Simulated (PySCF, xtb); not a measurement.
Si(Cl)(Me)(OH)(NH2) (CH6ClNOSi), SMILES C[Si](N)(O)Cl. Other conformers were not sampled.

Harmonic wavenumbers (cm⁻¹) from GFN2-xTB (xtb) at its own minimum, in rising order: 96, 149, 166, 202, 220, 234, 251, 283, 465, 571, 718, 798, 802, 826, 843, 895, 937, 1387, 1484, 1489, 1520, 3045, 3049, 3058, 3469, 3517, 3677.

Q: What does PBE-D3(BJ)/def2-SVP (PySCF) give at its own minimum? (Estimate from the structure and the level; the computed values follow.)

A: 130, 157, 170, 197, 246, 254, 282, 345, 476, 503, 673, 722, 761, 792, 838, 881, 924, 1224, 1379, 1381, 1497, 2981, 3080, 3089, 3476, 3569, 3754. Paired by order, the mean absolute difference is 43 cm⁻¹ and the zero-point energies are 48.8 and 48.3 kcal/mol.
